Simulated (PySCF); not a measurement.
**Radial density of Br³⁺ (bromine, charge +3)**

r2SCAN, [Ar] 3d10 4s2 4p2, high-spin 3P determinant. All numbers are calculated (PySCF 2.14, a scalar-relativistic core potential, in cc-pVDZ-PP with ECP10MDF (4s3p2d, 23 functions)). This is the valence pseudo-density: the core potential removes the inner electrons and smooths the orbitals near the nucleus.

| r (bohr) | 4πr²ρ (e/bohr) | 4πr²(ρα − ρβ) |
| --- | --- | --- |
| 0.000635 | 2.408e-05 | 0.0000 |
| 0.00107 | 6.801e-05 | 0.0000 |
| 0.00180 | 0.0001916 | 0.0000 |
| 0.00302 | 0.0005354 | 0.0000 |
| 0.00508 | 0.001464 | 0.0000 |
| 0.00855 | 0.003777 | 0.0000 |
| 0.0144 | 0.008504 | 0.0000 |
| 0.0242 | 0.01564 | 0.0000 |
| 0.0407 | 0.03156 | 0.0000 |
| 0.0684 | 0.1527 | 0.0003 |
| 0.115 | 1.247 | 0.0023 |
| 0.194 | 7.334 | 0.0321 |
| 0.326 | 25.81 | 0.2328 |
| 0.548 | 31.36 | 0.1372 |
| 0.921 | 8.870 | 0.3334 |
| 1.55 | 3.418 | 1.4491 |
| 2.61 | 0.6305 | 0.4201 |
| 4.38 | 0.009862 | 0.0077 |

Energies and moments cover only the electrons outside the core potential.
